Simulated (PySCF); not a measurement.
In(F)3 cation (F₃In), SMILES [In]([F])([F])[F] (connectivity only; charge and spin as stated), charge +1, multiplicity 2.

Geometry: B3LYP-D3(BJ)/def2-SVP. The multiplicity is an assumed one; other spin states were not compared. The isomer is the one that the SMILES or the coordinates give; other isomers of the formula were not compared. The def2 effective core potentials stand for the cores of In; spin–orbit coupling is left out.

Two levels are set side by side: PBE/def2-TZVPD (PySCF) and CAM-B3LYP/def2-TZVPD (PySCF). Same geometry, gas phase. Differences are taken from unrounded values.

| quantity | CAM-B3LYP |
|---|---|
| α-spin orbital gap (eV) | 9.68 |
| β-spin orbital gap (eV) | 7.27 |
| mean polarisability (bohr³) | 33.9 |

### Question
What does PBE give, and how far is it from CAM-B3LYP? (The exact figures need the calculation; the answer reports its results.)

### Answer

```
quantity                      PBE  PBE minus CAM-B3LYP
---------------------------  ----  -------------------
α-spin orbital gap (eV)      4.15                -5.52
β-spin orbital gap (eV)      1.09                -6.17
mean polarisability (bohr³)  32.9                 -1.0
```

Rough cost on one machine, each run with all the roots and properties that it gave: CAM-B3LYP against PBE within a factor of 2.
